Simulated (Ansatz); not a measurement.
**Ligand exchange: C2BrF5 + GeH2(CH3)2 → C2HF5 + GeH(CH3)2Br**

Gas-phase species: C2BrF5 (bromopentafluoroethane) `FC(F)(F)C(F)(F)Br`, singlet; GeH2(CH3)2, singlet; C2HF5 (pentafluoroethane) `FC(F)C(F)(F)F`, singlet; GeH(CH3)2Br, singlet. The partners trade Br for H: C–Br and Ge–H bonds give way to C–H and Ge–Br.

Shapes, held fixed at every level: PBE0-D4/def2-TZVP. Programs: Ansatz 0.2.0. Electronic energies: no zero-point or thermal term.

```tsv
level	kind	ΔE (kJ/mol)	less CCSD(T)/def2-TZVPP
r2SCAN-D4/def2-TZVPP	meta-GGA	-162.2	+7.3
B3LYP-D4/def2-TZVPP	global hybrid	-168.8	+0.7
wB97X-V/def2-TZVPP	range-separated hybrid	-167.7	+1.8
B2PLYP/def2-TZVPP	double hybrid	-172.7	-3.2
MP2/def2-TZVPP	perturbation theory	-173.8	-4.3
CCSD/def2-TZVPP	coupled cluster or CI	-174.8	-5.3
CCSD(T)/def2-TZVPP	coupled cluster or CI	-169.5	0.0
```

The highest level, CCSD(T)/def2-TZVPP, gives ΔE = -169.5 kJ/mol; the levels span -174.8 to -162.2. The column of differences is taken from that level and isn't an error. No measured value is set beside it here. Relativity is left out for Br, Ge. Outer-core shells of Br, Ge are correlated, in sets that cover them unevenly.
